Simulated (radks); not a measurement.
Q: Spherical quantum dot in the effective-mass picture: electrons in a well V = -V0 / (1 + exp((r - R)/a)) with V0 = 14.3, R = 3.37, a = 0.37, with a point charge +1 (a donor) at the centre, all in effective atomic units (hartree* = m*/eps^2 hartree, bohr* = eps/m* bohr), one dielectric constant everywhere. Calculated with a radial shooting solver with Libxc functionals: non-relativistic Kohn-Sham, LDA (Slater exchange, Perdew-Wang correlation), spin-polarised, spherical densities. Levels are named by radial order and angular momentum (1s, 1p, 1d, 2s, ...), and open shells are averaged over m. Results are scaled to m* = 0.026 and eps = 9.9, for which hartree* = 7.219 meV and bohr* = 20.15 nm. At N = 8 the configuration is 1s2 1p6. Does electron 9 go into 1d up or 2s up?

A: Into 1d up. The total energies of the other choices lie higher by 0.708 meV (2s up).
